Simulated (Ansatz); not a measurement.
`[F][Al]([F])[O][SiH3]` + `C#CS` → `C#CS[SiH3]` + `[OH][Al]([F])[F]`  (ligand exchange at the Si–O bond)

Program: Ansatz. Geometries: PBE0-D4/def2-TZVP. ΔE: electronic, gas phase. CBS: MP2 limit from def2 TZ/QZ plus the TZ coupled-cluster correction, frozen cores. This one scheme is used for every species. DFT in def2-TZVPP. HSE06 is defined as in plane-wave codes. Each species was taken in one conformer, which may not be the lowest.

| level | ΔE (eV) |
| --- | --- |
| revPBE-D4 | 0.28 |
| r2SCAN0-D4 | 0.48 |
| HSE06 | 0.40 |
| LC-ωPBE | 0.48 |
| HF/def2-SVP | 0.77 |
| MP2/def2-QZVPP | 0.45 |
| SCS-MP2/def2-QZVPP | 0.53 |
| MP2/CBS(def2) | 0.43 |

Question: What does CCSD(T)/CBS give? (Best estimate.)

Answer: Computed: +0.49 eV. The listed levels differ from it by -0.21, -0.01, -0.09, -0.01, 0.28, -0.04, 0.04, -0.06 eV.

Largest T1 diagnostic among the species: 0.013.

Leaving LDA and LC-ωPBE aside and taking each functional with its dispersion term where it has one, the values, not all of them listed here, spread over 0.32 eV, from revPBE-D4 to BHLYP-D4. In def2-TZVPP, CCSD(T) changes the Hartree–Fock value by −0.25 eV (the triples alone add −0.05 eV) and MP2 by −0.30 eV. The D4 term adds −0.04 eV with B3LYP and −0.02 eV with PBE0; it sums over pairs of atoms, weighted by their polarisabilities, and B3LYP, whose exchange is more repulsive, gets the larger term.

B3LYP here is the variant with VWN-RPA as its local correlation; programs differ in this.
